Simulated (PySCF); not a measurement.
B(Cl)(OH)(SeH) (BClH2OSe), SMILES [SeH]B(Cl)O. Geometry optimised at ωB97X-D3(BJ)/def2-SVP. Other conformers were not sampled.

Computed equilibrium geometry at ωB97X-D3(BJ)/def2-SVP (PySCF confirms it by a frequency run) as bond lengths and angles, and its point group (one conformer of several):
point group Cs.
Atoms: B1 Cl2 O3 H4 Se5 H6. Bonded distances (Å): B1–Cl2 1.775, B1–O3 1.348, B1–Se5 1.938, O3–H4 0.966, Se5–H6 1.466. Bond angles (°): Cl2–B1–O3 121.0, Cl2–B1–Se5 117.8, O3–B1–Se5 121.2, B1–O3–H4 113.2, B1–Se5–H6 94.0.
Charge 0, spin multiplicity 1.
